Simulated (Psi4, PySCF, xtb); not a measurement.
Relaxed torsion scan: SMILES Fc1ccccc1-c1cccs1. Scanned: dihedral C2–C7–C8–S12; all other coordinates were relaxed at GFN2-xTB. Points at φ and −φ are mirror images.

Atom numbering (GFN2-xTB optimised geometry, Å):
```
19

F     -0.7670    -2.1467     0.6439
C     -1.2332    -0.9443     0.2379
C     -2.6033    -0.8117     0.1263
C     -3.1442     0.3930    -0.2842
C     -2.3000     1.4516    -0.5782
C     -0.9333     1.3043    -0.4621
C     -0.3496     0.1012    -0.0499
C      1.0903    -0.0167     0.0605
C      1.8629    -1.0829     0.4388
C      3.2442    -0.8081     0.4214
C      3.5230     0.4620     0.0315
S      2.1030     1.3537    -0.3241
H     -3.2277    -1.6588     0.3641
H     -4.2137     0.5019    -0.3731
H     -2.7093     2.3971    -0.8996
H     -0.2855     2.1367    -0.6940
H      1.4685    -2.0398     0.7232
H      3.9962    -1.5289     0.6887
H      4.4788     0.9365    -0.0710
```

Methods: GFN1-xTB // GFN2-xTB (xtb); PBE0/def2-SVP // GFN2-xTB (Psi4); RKS-B3LYP/LANL2DZ = restricted B3LYP/LANL2DZ, with its core potentials past Ne // GFN2-xTB (PySCF); RMP2/3-21G = PySCF with restricted MP2 (frozen core)/3-21G // GFN2-xTB; RKS-B3LYP/6-31G* = restricted B3LYP/6-31G*, spherical d, density fitting // GFN2-xTB in PySCF; PBE-D3(BJ)/def2-SVP // GFN2-xTB (Psi4).

Energies in kcal/mol, each method relative to its own lowest point.

```tsv
φ / °	GFN1-xTB	PBE0/def2-SVP	RKS-B3LYP/LANL2DZ	RMP2/3-21G	RKS-B3LYP/6-31G*	PBE-D3(BJ)/def2-SVP
-150	0.4	0.1	0.4	0.1	0.0	0.3
-120	2.6	1.8	2.4	1.5	1.7	2.3
-90	4.1	3.3	3.8	2.0	3.0	4.1
-60	2.7	1.9	2.6	1.3	1.5	2.5
-30	0.9	0.7	1.6	0.6	0.2	0.8
0	0.4	0.6	1.6	0.7	0.2	0.5
30	0.9	0.7	1.6	0.6	0.2	0.8
60	2.7	1.9	2.6	1.3	1.5	2.5
90	4.1	3.3	3.8	2.0	3.0	4.1
120	2.6	1.8	2.4	1.5	1.7	2.3
150	0.4	0.1	0.4	0.1	0.0	0.3
180	0.0	0.0	0.0	0.0	0.1	0.0
```

Root-mean-square difference from the PBE-D3(BJ)/def2-SVP profile, itself a level with limits, after the best constant shift (kcal/mol): GFN1-xTB 0.1, PBE0/def2-SVP 0.3, RKS-B3LYP/LANL2DZ 0.4, RMP2/3-21G 0.8, RKS-B3LYP/6-31G* 0.4.
